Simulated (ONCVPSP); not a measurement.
**What one change does to a pseudopotential (phosphorus (P), ONCV)**

```json
{"Element": "phosphorus", "Generator": "ONCVPSP 4.0.1", "Type": "optimised norm-conserving Vanderbilt (ONCV)", "Functional": "PW91", "Relativity": "scalar-relativistic", "Frozen core": "[Ne]", "Valence charge": "5", "Reference configuration": "3s1.5 3p3.5", "Partial waves": "3s: rc 1.60 bohr, ncon 4, nbas 7, qcut 5.1 1/bohr, 2 projectors, debl 2.2 Ha; 3p: rc 1.85 bohr, ncon 4, nbas 7, qcut 3.9 1/bohr, 2 projectors, debl 0.8 Ha; d scattering state at 0.4 Ha: rc 1.95 bohr, ncon 4, nbas 8, qcut 5.1 1/bohr, 2 projectors, debl 0.8 Ha", "Local potential": "polynomial inside 1.45 bohr (lpopt 5, dvloc0 0 Ha)", "Core correction": "Teter function, fcfact 3.25, rcfact 1.5"}
```

All-electron outer shells of the reference configuration (PW91, scalar-relativistic, ld1.x):

```csv
shell,level (eV),outermost node (bohr),outermost maximum (bohr)
2s,-174.84,0.14,0.42
2p,-125.44,–,0.36
3s,-14.38,0.65,1.58
3p,-5.84,0.64,1.83
```

Change: s: qcut 4.4; p: qcut 3.4; d: qcut 4.4.

Cutoffs: the cutoffs (Ha) at which the residual kinetic energy of the hardest occupied pseudo-wave falls to 1 and 0.1 mHa per electron; they do not see the model core or the augmentation charge, which bear on the density cutoff. Errors are all-electron minus pseudo energies relative to the spin-unpolarised reference configuration.

Question: How do hardness, ghosts and transferability respond?

Answer: The potential gets neither clearly harder nor softer (11 Ha and 16 Ha → 10 Ha and 37 Ha); of the 4 tests that both files solve, the error grows in 1 and shrinks in 0 by more than 15 % and 0.3 meV (median size 1.4 → 1.6 meV); the range in which the d phases agree narrows (upper end at the end of the scan → 3.2); neither file shows a bound ghost.

```csv
quantity,base,changed
"cutoff, loose",11 Ha,10 Ha
"cutoff, tight",16 Ha,37 Ha
loose cutoff by channel,"s 11 Ha, p 4.4 Ha","s 10 Ha, p 4.4 Ha"
bound ghosts,none,none
GHOST(+) flags under 300 eV,s at 187.4 eV,none
"error for 3s2 3p3, meV [ΔE -4.25 eV]",+0.1,-0.1
"error for 3s2 3p2, meV [ΔE 5.52 eV]",+0.9,+0.8
"error for 3s2 3p1, meV [ΔE 24.73 eV]",+5.9,+6.6
"error for 3s1 3p0, meV [ΔE 106.65 eV]",+2.0,+2.4
s: phases at 1.62 bohr within 0.05 rad from the reference energy up to (Ha; the scan ends near 5),4.4,4.4
p: phases at 1.88 bohr within 0.05 rad from the reference energy up to (Ha; the scan ends near 5),3.2,3.2
d: phases at 1.97 bohr within 0.05 rad from the reference energy up to (Ha; the scan ends near 5),to the end of the scan,3.2
"rms error of d²Exc/dni dnj with the model core, mHa",0.82,0.88
```
